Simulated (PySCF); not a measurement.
Electronic structure of Bi⁺ (bismuth, charge +1) at the UHF level

Configuration: [Xe] 4f14 5d10 6s1 6p2 6d1, one real determinant (an excited configuration). Computed with PySCF 2.14 in aug-cc-pVTZ-PP with ECP60MDF (6s5p4d2f, 55 functions), with scalar relativity through the core potential.

- Total energy: -212.688665 hartree
- One-electron energy: -361.9186 hartree
- Hartree (Coulomb) energy: 165.0769 hartree
- Exchange energy: -15.8469 hartree
- ⟨S²⟩: 6.0046
- ⟨L²⟩: 7.990
- Sum of ⟨r⟩: 32.01 bohr
- Sum of ⟨r²⟩: 70.58 bohr²
- Traceless quadrupole moment −½Σ⟨3z² − r²⟩ along its main axis: -1.94 e·bohr²

| shell | electrons | mean orbital energy (eV) | spread (eV) | rms radius, mean of both spins (bohr) |
| --- | --- | --- | --- | --- |
| 5s α | 1 | -195.24 | 0 | 0.900 |
| 5s β | 1 | -194.37 | 0 | 0.900 |
| 5p α | 3 | -129.24 | 0.216 | 1.02 |
| 5p β | 3 | -128.69 | 0.554 | 1.02 |
| 5d α | 5 | -49.006 | 0.524 | 1.31 |
| 5d β | 5 | -48.137 | 0.679 | 1.31 |
| 6s α | 1 | -32.405 | 0 | 2.27 |
| 6p α | 2 | -19.265 | 0 | 2.80 |
| 6d α | 1 | -6.747 | 0 | 4.98 |

⟨L²⟩ = 7.99 against 12 for a pure F term, so this real determinant mixes terms. Energies and moments cover only the electrons outside the core potential. Spin-orbit coupling is strong in this species (close to jj coupling), so the high-spin LS determinant is a model state, not a physical level. The outer electron is Rydberg-like, and this basis confines it to a smaller radius and binds it less than a complete one would.
